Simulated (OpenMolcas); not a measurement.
Exact exchange and the vertical ionisation energy of GeSiH5Cl

GeSiH5Cl has 8 atoms, charge 0, and is taken as a singlet. SMILES: `Cl[SiH2][GeH3]`. The shape is that of a PBE0-D4/def2-TZVP optimisation.

The vertical ionisation energy (to the doublet cation) y, in eV, basis cc-pVDZ; a is the functional's share of exact exchange. Programs: OpenMolcas 26.06.

| functional | program | a | y (eV) |
| --- | --- | --- | --- |
| PBE | OpenMolcas | 0 | 9.79 |
| r2SCAN | OpenMolcas | 0 | 10.02 |
| B3LYP | OpenMolcas | 0.2 | ? |
| PBE0 | OpenMolcas | 0.25 | 10.12 |
| BHLYP | OpenMolcas | 0.5 | 10.27 |

Problem. Fit y = c + s·a to the known rows and predict B3LYP.

Solution. 
1. Means of the 4 rows: a = 0.1875, y = 10.050.
2. Σ(Δa)² = 0.17188, Σ(Δa·Δy) = 0.1275, so the slope is 0.1275/0.17188 = 0.7418.
3. Intercept: 10.050 − (0.7418) × 0.1875 = 9.911. The largest residual of the fit is 0.12.
4. B3LYP: 9.911 + (0.7418) × 0.2 = 10.06 eV.

The run gave 10.07 eV, so the prediction is off by -0.01 eV, within the largest residual. The rows mix families of semi-local functionals, which the line can't see.
